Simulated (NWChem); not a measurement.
System: CH₆F₂Si₂; SMILES [SiH2]([C@@H]([SiH3])F)F

Input file for NWChem:

```
start job
memory heap 200 mb stack 900 mb global 1100 mb
geometry units angstroms noautoz
  F     -0.951540     1.687542    -0.722829
  Si     0.168977     1.379342     0.417187
  C      0.659577    -0.440640     0.332051
  F      1.603777    -0.633110    -0.680022
  Si    -0.782261    -1.654855     0.033481
  H     -0.449931     1.654021     1.743976
  H      1.349369     2.244495     0.156091
  H      1.129506    -0.698678     1.302707
  H     -0.267873    -3.052462     0.118566
  H     -1.810934    -1.429272     1.094108
  H     -1.373293    -1.417331    -1.312067
end
basis spherical
  F library def2-svp
  Si library def2-svp
  C library def2-svp
  H library def2-svp
end
dft
  xc becke88 perdew86
  iterations 150
  mulliken
end
task dft energy
```

Excerpt of the output:

```
             Northwest Computational Chemistry Package (NWChem) 7.3.0
             --------------------------------------------------------

 C1  symmetry detected

                             Geometry "geometry" -> ""
                             -------------------------

 Output coordinates in angstroms (scale by  1.889725989 to convert to a.u.)

  No.       Tag          Charge          X              Y              Z
 ---- ---------------- ---------- -------------- -------------- --------------
    1 F                    9.0000    -0.86194316     1.70995055    -0.74570356
    2 Si                  14.0000     0.19542061     1.36927406     0.44429789
    3 C                    6.0000     0.63159328    -0.46547283     0.38323862
    4 F                    9.0000     1.61415913    -0.69003116    -0.58474280
    5 Si                  14.0000    -0.83288759    -1.63431563     0.02066280
    6 H                    1.0000    -0.47402305     1.66648881     1.74136122
    7 H                    1.0000     1.41319899     2.19614513     0.23624463
    8 H                    1.0000     1.04862967    -0.73589595     1.37447115
    9 H                    1.0000    -0.36732912    -3.04724453     0.13033067
   10 H                    1.0000    -1.90095219    -1.37388126     1.03328188
   11 H                    1.0000    -1.35449012    -1.38146776    -1.35055369

 Effective nuclear repulsion energy (a.u.)     301.3470914310

  perdew86 is a nonlocal functional; adding perdew81 local functional.

                                 NWChem DFT Module
                                 -----------------

 Summary of "ao basis" -> "ao basis" (spherical)
 ------------------------------------------------------------------------------
       Tag                 Description            Shells   Functions and Types
 ---------------- ------------------------------  ------  ---------------------
 F                          def2-svp                 6       14   3s2p1d
 Si                         def2-svp                 8       18   4s3p1d
 C                          def2-svp                 6       14   3s2p1d
 H                          def2-svp                 3        5   2s1p

            General Information
            -------------------
          SCF calculation type: DFT
          Wavefunction type:  closed shell.
          No. of atoms     :    11
          No. of electrons :    58
           Alpha electrons :    29
            Beta electrons :    29
          Charge           :     0
          Spin multiplicity:     1
          Use of symmetry is: off; symmetry adaption is: off
          Maximum number of iterations: 150
          AO basis - number of functions:   108
                     number of shells:    52
          Convergence on energy requested:  1.00D-06
          Convergence on density requested:  1.00D-05
          Convergence on gradient requested:  5.00D-04

              XC Information
              --------------
                    Becke 1988 Exchange Functional  1.000
                Perdew 1981 Correlation Functional  1.000 local
                Perdew 1986 Correlation Functional  1.000 non-local

             Grid Information
             ----------------
          Grid used for XC integration:  medium
          Radial quadrature: Mura-Knowles
          Angular quadrature: Lebedev.
          Tag              B.-S. Rad. Rad. Pts. Rad. Cut. Ang. Pts.
          ---              ---------- --------- --------- ---------
          F                   0.50       49          12.0       434
          Si                  1.10       88          11.0       590
          C                   0.70       49           8.0       434
          H                   0.35       45          13.0       434
          Grid pruning is: on
          Number of quadrature shells:   593
          Spatial weights used:  Erf1

      Superposition of Atomic Density Guess
      -------------------------------------

 Sum of atomic energies:        -816.68259598

      Non-variational initial energy
      ------------------------------

 Total energy =    -818.168291
 1-e energy   =   -1732.961451
 2-e energy   =     613.446069
 HOMO         =      -0.312172
 LUMO         =       0.058689

     ---------------------------------------------
      Total Density - Mulliken Population Analysis
     ---------------------------------------------

    Atom       Charge   Shell Charges
 -----------   ------   -------------------------------------------------------
    1 F    9     9.59   1.99  1.15  0.78  3.52  2.14  0.00
    2 Si  14    13.03   2.00  1.99  0.96  0.23  5.93  0.98  0.73  0.21
    3 C    6     6.08   1.99  0.95  0.33  1.76  1.00  0.04
    4 F    9     9.45   1.99  1.14  0.79  3.45  2.08  0.00
    5 Si  14    13.59   2.00  1.99  1.01  0.28  5.94  1.14  1.10  0.13
    6 H    1     1.09   0.70  0.39  0.01
    7 H    1     1.09   0.70  0.38  0.01
    8 H    1     0.89   0.67  0.19  0.02
    9 H    1     1.07   0.70  0.36  0.01
   10 H    1     1.06   0.69  0.36  0.01
   11 H    1     1.07   0.70  0.36  0.01

   convergence    iter        energy       DeltaE   RMS-Dens  Diis-err
 ---------------- ----- ----------------- --------- --------- ---------
 d= 0,ls=0.0,diis     1   -819.9893304015 -1.12D+03  1.86D-02  8.69D-01
 d= 0,ls=0.0,diis     2   -819.7493898078  2.40D-01  1.14D-02  3.72D+00
 d= 0,ls=0.0,diis     3   -820.0889027653 -3.40D-01  1.61D-03  3.12D-02
 d= 0,ls=0.0,diis     4   -820.0910744577 -2.17D-03  7.26D-04  6.30D-03
 d= 0,ls=0.0,diis     5   -820.0915990102 -5.25D-04  2.31D-04  1.84D-03
  Resetting Diis
 d= 0,ls=0.0,diis     6   -820.0917623068 -1.63D-04  5.76D-05  3.47D-05
 d= 0,ls=0.0,diis     7   -820.0917664352 -4.13D-06  2.63D-05  1.56D-06
 d= 0,ls=0.0,diis     8   -820.0917662396  1.96D-07  1.50D-05  3.15D-06
 d= 0,ls=0.0,diis     9   -820.0917666823 -4.43D-07  2.15D-06  7.35D-08

         Total DFT energy =     -820.091766682294
      One electron energy =    -1735.933809836894
           Coulomb energy =      684.956409814417
    Exchange-Corr. energy =      -70.461458090831
 Nuclear repulsion energy =      301.347091431013

 Numeric. integr. density =       57.999999453667

                       DFT Final Molecular Orbital Analysis
                       ------------------------------------

 Vector   27  Occ=2.000000D+00  E=-3.066030D-01
              MO Center=  9.2D-02,  1.5D+00,  4.6D-01, r^2= 3.7D+00
   Bfn.  Coefficient  Atom+Function         Bfn.  Coefficient  Atom+Function
  ----- ------------  ---------------      ----- ------------  ---------------
    84     -0.305880   7 H  s                79      0.289782   6 H  s
     4     -0.252498   1 F  px               85     -0.220758   7 H  s
    80      0.212599   6 H  s                 6      0.198010   1 F  pz
    22     -0.180333   2 Si px                7      0.177098   1 F  px
    24      0.143064   2 Si pz                9     -0.139291   1 F  pz

 Vector   28  Occ=2.000000D+00  E=-2.836251D-01
              MO Center=  6.7D-01, -6.2D-01, -7.4D-03, r^2= 2.9D+00
   Bfn.  Coefficient  Atom+Function         Bfn.  Coefficient  Atom+Function
  ----- ------------  ---------------      ----- ------------  ---------------
    50      0.341687   4 F  px               52      0.293725   4 F  pz
    89      0.265551   8 H  s                53     -0.249904   4 F  px
    36      0.238440   3 C  px               35     -0.206823   3 C  s
    55     -0.204632   4 F  pz               90      0.175551   8 H  s
    38      0.174517   3 C  pz               68     -0.150326   5 Si px

 Vector   29  Occ=2.000000D+00  E=-2.569518D-01
              MO Center=  6.1D-01, -3.6D-01,  1.0D-01, r^2= 3.2D+00
   Bfn.  Coefficient  Atom+Function         Bfn.  Coefficient  Atom+Function
  ----- ------------  ---------------      ----- ------------  ---------------
    51      0.389382   4 F  py               37      0.357551   3 C  py
    54     -0.287452   4 F  py               23     -0.207976   2 Si py
    40      0.190582   3 C  py               68     -0.151146   5 Si px
    17      0.132718   2 Si s                69     -0.127354   5 Si py
    72     -0.127351   5 Si py               80     -0.122623   6 H  s

 Vector   30  Occ=0.000000D+00  E=-2.239676D-02
              MO Center=  7.1D-02,  1.8D-01,  3.2D-01, r^2= 5.4D+00
   Bfn.  Coefficient  Atom+Function         Bfn.  Coefficient  Atom+Function
  ----- ------------  ---------------      ----- ------------  ---------------
    25      0.682271   2 Si px               71      0.525273   5 Si px
    95     -0.452227   9 H  s                85     -0.441572   7 H  s
    35     -0.395407   3 C  s                27      0.373806   2 Si pz
   100      0.358844  10 H  s                18      0.322637   2 Si s
    63      0.291428   5 Si s                 3      0.281107   1 F  s

 Vector   31  Occ=0.000000D+00  E=-1.299104D-02
              MO Center=  3.1D-01,  3.6D-01,  2.7D-01, r^2= 4.3D+00
   Bfn.  Coefficient  Atom+Function         Bfn.  Coefficient  Atom+Function
  ----- ------------  ---------------      ----- ------------  ---------------
    27      0.709674   2 Si pz               80     -0.457348   6 H  s
   100     -0.429786  10 H  s                49      0.328370   4 F  s
    39     -0.318434   3 C  px                3      0.287078   1 F  s
    41      0.272646   3 C  pz               71     -0.262040   5 Si px
    90     -0.255045   8 H  s                73      0.249759   5 Si pz

 Vector   32  Occ=0.000000D+00  E=-1.949434D-03
              MO Center= -7.2D-01, -1.1D+00,  2.6D-01, r^2= 5.1D+00
   Bfn.  Coefficient  Atom+Function         Bfn.  Coefficient  Atom+Function
  ----- ------------  ---------------      ----- ------------  ---------------
    35      1.493005   3 C  s                71     -0.819804   5 Si px
    72     -0.737935   5 Si py               26      0.528068   2 Si py
    90     -0.419836   8 H  s                95     -0.404618   9 H  s
   105     -0.394045  11 H  s                73     -0.336709   5 Si pz
    18     -0.280105   2 Si s                39     -0.236355   3 C  px

     ---------------------------------------------
      Total Density - Mulliken Population Analysis
     ---------------------------------------------

    Atom       Charge   Shell Charges
 -----------   ------   -------------------------------------------------------
    1 F    9     9.30   1.99  1.13  0.80  3.34  2.04  0.00
    2 Si  14    13.38   2.00  1.98  1.07  0.15  5.92  1.26  0.70  0.31
    3 C    6     6.15   1.99  0.94  0.27  2.03  0.87  0.05
    4 F    9     9.24   1.99  1.13  0.80  3.33  1.98  0.01
    5 Si  14    13.71   2.00  1.98  1.08  0.22  5.92  1.34  1.00  0.16
    6 H    1     1.09   0.74  0.34  0.01
    7 H    1     1.07   0.74  0.32  0.01
    8 H    1     0.92   0.74  0.16  0.02
    9 H    1     1.05   0.73  0.30  0.01
   10 H    1     1.06   0.73  0.31  0.01
   11 H    1     1.03   0.73  0.29  0.01

     -------------------------------------------
      Total Density - Lowdin Population Analysis
     -------------------------------------------

    Atom       Charge   Shell Charges
 -----------   ------   -------------------------------------------------------
    1 F    9     9.19   1.98  1.02  0.77  3.21  2.21  0.01
    2 Si  14    13.47   2.00  1.93  0.67  0.33  5.81  1.27  0.97  0.49
    3 C    6     6.22   1.96  0.65  0.36  1.85  1.28  0.12
    4 F    9     9.13   1.98  1.03  0.75  3.21  2.16  0.01
    5 Si  14    13.60   2.00  1.93  0.68  0.34  5.81  1.34  1.23  0.25
    6 H    1     1.10   0.65  0.43  0.02
    7 H    1     1.09   0.65  0.42  0.02
    8 H    1     0.97   0.63  0.26  0.07
    9 H    1     1.08   0.64  0.42  0.02
   10 H    1     1.08   0.64  0.42  0.02
   11 H    1     1.07   0.64  0.41  0.02

     Multipole analysis of the density
     ---------------------------------

     L   x y z        total         alpha         beta         nuclear
     -   - - -        -----         -----         ----         -------
     0   0 0 0     -0.000000    -29.000000    -29.000000     58.000000

     1   1 0 0      0.049334      0.024667      0.024667      0.000000
     1   0 1 0     -0.101896     -0.050948     -0.050948      0.000000
     1   0 0 1      0.699963      0.349981      0.349981      0.000000

     2   2 0 0    -35.186996   -109.871018   -109.871018    184.555039
     2   1 1 0      1.621869     -7.927318     -7.927318     17.476506
     2   1 0 1      0.948033     -0.389892     -0.389892      1.727817
     2   0 2 0    -33.850813   -225.416148   -225.416148    416.981482
     2   0 1 1      0.518399     -2.575693     -2.575693      5.669784
     2   0 0 2    -33.416488    -51.738193    -51.738193     70.059898
```

Level: BP86/def2-SVP. Geometry: optimised at PBE0/def2-SVP.
